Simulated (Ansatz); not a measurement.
`ClBCl` + `N[SiH2]CCl` → `N[SiH2]CBCl` + Cl₂  (formal exchange of groups at a B–Cl bond)

Calculated with Ansatz (gas phase, PBE0-D4/def2-TZVP geometries, no zero-point term in ΔE). CCSD(T)/CBS is the MP2 limit (def2-TZVPP, def2-QZVPP) plus CCSD(T) − MP2 in def2-TZVPP, frozen cores. This one scheme is used for every species. DFT in def2-TZVPP. One conformer a species, not always the lowest.

| level | ΔE (kcal/mol) | difference from CCSD(T)/CBS |
| --- | --- | --- |
| PBE-D4 | 36.7 | -2.3 |
| ωB97X-V | 39.6 | 0.6 |
| B2PLYP | 40.0 | 1.0 |
| r2SCAN | 39.6 | 0.6 |
| PBE0 | 38.8 | -0.2 |
| HF/def2-TZVPP | 43.1 | 4.1 |
| SCS-MP2/def2-TZVPP | 41.5 | 2.5 |
| CCSD/def2-TZVPP | 40.4 | 1.4 |
| CCSD(T)/def2-TZVPP | 40.2 | 1.2 |
| SCS-MP2/def2-QZVPP | 40.7 | 1.7 |
| CCSD(T)/CBS | 39.0 | 0 |

Largest T1 diagnostic among the species: 0.012.

From PBE to PBE0 (25 % exact exchange), in def2-TZVPP and without D4, ΔE moves by +1.6 kcal/mol.
